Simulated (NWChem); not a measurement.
Everything below was run with NWChem. System: boron monoxide dimer (B$_{2}$O$_{2}$), charge 0, spin multiplicity 1, at a geometry optimised with PBE0/def2-SVP. Level: MP2/def2-SVPD, 4 core orbitals frozen.

Job file:

```
start mol
memory heap 200 mb stack 900 mb global 1100 mb
geometry units angstroms nocenter noautoz
  O      0.000000     0.000000    -2.025437
  B      0.000000     0.000000    -0.826223
  B      0.000000     0.000000     0.826223
  O      0.000000     0.000000     2.025437
  symmetry group D2h
end
basis spherical
  * library def2-svpd
end
scf
  rhf
  nopen 0
  maxiter 100
  thresh 1e-7
  semidirect memsize 60000000 filesize 0
end
mp2
  freeze core 4
end
task mp2 energy
```

Part of the output:

```
             Northwest Computational Chemistry Package (NWChem) 7.3.0
             --------------------------------------------------------

                                NWChem Input Module
                                -------------------

 Scaling coordinates for geometry "geometry" by  1.889725989
 (inverse scale =  0.529177249)

 Turning off AUTOSYM since
 SYMMETRY directive was detected!

                             Geometry "geometry" -> ""
                             -------------------------

 Output coordinates in angstroms (scale by  1.889725989 to convert to a.u.)

  No.       Tag          Charge          X              Y              Z
 ---- ---------------- ---------- -------------- -------------- --------------
    1 O                    8.0000     0.00000000     0.00000000    -2.02543700
    2 B                    5.0000     0.00000000     0.00000000    -0.82622300
    3 B                    5.0000     0.00000000     0.00000000     0.82622300
    4 O                    8.0000     0.00000000     0.00000000     2.02543700

 Effective nuclear repulsion energy (a.u.)      66.5135290029

            Nuclear Dipole moment (a.u.)
            ----------------------------
        X                 Y               Z
 ---------------- ---------------- ----------------
     0.0000000000     0.0000000000    -0.0000000000

      Symmetry information
      --------------------

 Group name             D2h
 Group number             26
 Group order               8
 No. of unique centers     2

      Symmetry unique atoms

     1    2


 Summary of "ao basis" -> "" (spherical)
 ------------------------------------------------------------------------------
       Tag                 Description            Shells   Functions and Types
 ---------------- ------------------------------  ------  ---------------------
 *                         def2-svpd                  on all atoms

 Summary of "ao basis" -> "ao basis" (spherical)
 ------------------------------------------------------------------------------
       Tag                 Description            Shells   Functions and Types
[...]
     1   1 0 0      0.000000      0.000000      0.000000
     1   0 1 0      0.000000      0.000000      0.000000
     1   0 0 1     -0.000000      0.000000     -0.000000

     2   2 0 0    -14.807431      0.000000      0.000000
     2   1 1 0      0.000000      0.000000      0.000000
     2   1 0 1     -0.000000      0.000000      0.000000
     2   0 2 0    -14.807431      0.000000      0.000000
     2   0 1 1      0.000000      0.000000      0.000000
     2   0 0 2    -27.764864      0.000000    258.776337

                   NWChem MP2 Semi-direct Energy/Gradient Module
                   ---------------------------------------------

  Basis functions       =     86
  Molecular orbitals    =     86
  Frozen core           =      4
  Frozen virtuals       =      0
  Active alpha occupied =      9
  Active beta occupied  =      9
  Active alpha virtual  =     73
  Active beta virtual   =     73
  Use MO symmetry       = T
  Use skeleton AO sym   = T

  AO/Fock/Back tols     =   1.0D-09  1.0D-09  1.0D-09

 GA uses MA = F    GA memory limited = T

 Available:
  local mem=  1.26D+08
 global mem=  1.44D+08
 local disk=  0.00D+00
  mp2_memr nvloc                    73
  nvloc new                    73
   1 passes of   9:        3145728                      31841                   8141524.
   1 passes of   9: M    126154087           G      144164408           F     123008359.

 Semi-direct pass number   1 of   1  for RHF alpha+beta  at        0.9s
  vrange nnbf                  3639
  mp2_eaftype                    31  avail_ma_in_mb                  1099
 EAF : mp2_eaftype filesize          31    4070762.
  mp2_eaf for mointskh                     31
Node 0 wrote     19.1 Mb in      0.0 s     Agg I/O rate:  1194.8 Mb/s
 Done moints_semi at        2.2s
  mp2_eaftype                    31  avail_ma_in_mb                  1068
 EAF : mp2_eaftype filesize          31    4070762.
  mp2_eaf for kh                    31
 Done maket at        2.4s
 Done multipass loop at        2.4s

          -------------------------------------------
          SCF energy                -199.034741498333
          Correlation energy          -0.538692199984
          Singlet pairs               -0.320427398048
          Triplet pairs               -0.218264801936
          Total MP2 energy          -199.573433698317
          -------------------------------------------

          ---------------------------------------------------
                    Spin Component Scaled (SCS) MP2
          Same spin pairs                     -0.145509867957
          Same spin scaling factor             0.333333333333
          Opposite spin pairs                 -0.393182332027
          Opposite spin scaling fact.          1.200000000000
          SCS-MP2 correlation energy          -0.520322087751
          Total SCS-MP2 energy              -199.555063586084
          ---------------------------------------------------

 -----------------------
 Performance information
 -----------------------

 Timer overhead =  1.36D-07 seconds/call

               Nr. of calls         CPU time (s)                 Wall time (s)                GFlops
             ---------------    -------------------     ------------------------------   -------------------
Name         Min   Avg   Max    Min     Avg     Max     Min     Avg     Max   Mx/calls   Min     Max     Sum
mp2: moin     1     1     1    1.4     1.4     1.4      1.4     1.4     1.4     1.4      0.0     0.0     0.0
mp2: make     1     1     1   0.15    0.15    0.15     0.15    0.15    0.15    0.15      0.0     0.0     0.0
mp2: tota     1     1     1    1.6     1.6     1.6      1.6     1.6     1.6     1.6      0.0     0.0     0.0

 The average no. of pstat calls per process was 3.00D+00
 with a timing overhead of 4.08D-07s

 Task  times  cpu:        2.3s     wall:        2.3s

 Total times  cpu:        2.4s     wall:        2.4s
```
